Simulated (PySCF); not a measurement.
# Calcium: a sound run and one with changed settings

Sound run: Ca [Ar] 4s2, Ca⁺ [Ar] 4s1. Calculation: PySCF 2.14, in cc-pVDZ-X2C; the spin-free X2C one-electron Hamiltonian (Gaussian nucleus). In the sound run the correlated levels freeze [Ar]. The sound run starts from symmetry-adapted Hartree-Fock orbitals and uses a fine grid where one is needed.

Changed run: the non-relativistic Hamiltonian (point nucleus). This setting is unsound on purpose.

```
species   method  sound run (hartree)  changed run (hartree)  converged
     Ca      UHF           -679.62917             -676.04179        yes
     Ca   M06-2X           -680.47437             -676.88677        yes
     Ca      PBE           -680.22985             -676.64257        yes
     Ca      MP2           -679.64649             -676.05912        yes
     Ca  CCSD(T)           -679.65703             -676.06972        yes
    Ca⁺      UHF           -679.44005             -675.85380        yes
    Ca⁺   M06-2X           -680.24238             -676.65621        yes
    Ca⁺      PBE           -680.00449             -676.41856        yes
```

Ionisation energy of Ca:

```json
{"method": "UHF", "sound run (eV)": "5.146", "changed run (eV)": "5.115"}
{"method": "M06-2X", "sound run (eV)": "6.313", "changed run (eV)": "6.274"}
{"method": "PBE", "sound run (eV)": "6.132", "changed run (eV)": "6.096"}
{"method": "MP2", "sound run (eV)": "5.617", "changed run (eV)": "5.587"}
{"method": "SCS-MP2", "sound run (eV)": "5.712", "changed run (eV)": "5.681"}
{"method": "CCSD", "sound run (eV)": "5.904", "changed run (eV)": "5.875"}
{"method": "CCSD(T)", "sound run (eV)": "5.904", "changed run (eV)": "5.875"}
{"method": "CCSDT", "sound run (eV)": "5.904", "changed run (eV)": "5.875"}
{"method": "FCI", "sound run (eV)": "5.904", "changed run (eV)": "5.875"}
```

Most of the change in total energy is the relativistic energy itself. On top of that the contraction fixes the core shape for the Hamiltonian it was made with, so the changed run is not a good calculation with the other Hamiltonian either.

For comparison, NIST gives 6.113 eV between the lowest levels.
